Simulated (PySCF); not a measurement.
A structure optimised at PBE0-D3(BJ)/def2-SVP, used in a PySCF frequency run:

```xyz
8

B      0.0000     0.0000    -0.5066
C      0.0000     0.0000     1.0446
C      0.0000     0.0000     2.2612
H      0.0000     0.0000     3.3369
O      0.0000     1.1584    -1.2100
H      0.0000     1.9314    -0.6392
O      0.0000    -1.1584    -1.2100
H      0.0000    -1.9314    -0.6392
```
Charge 0, spin multiplicity 1.

Question: Write its SMILES, formula and point group.

Answer: C#CB(O)O, C₂H₃BO₂, C2v

Question: What are its rotational constants (standard atomic weights)?

Answer: 10.016, 3.7130, 2.7088 GHz
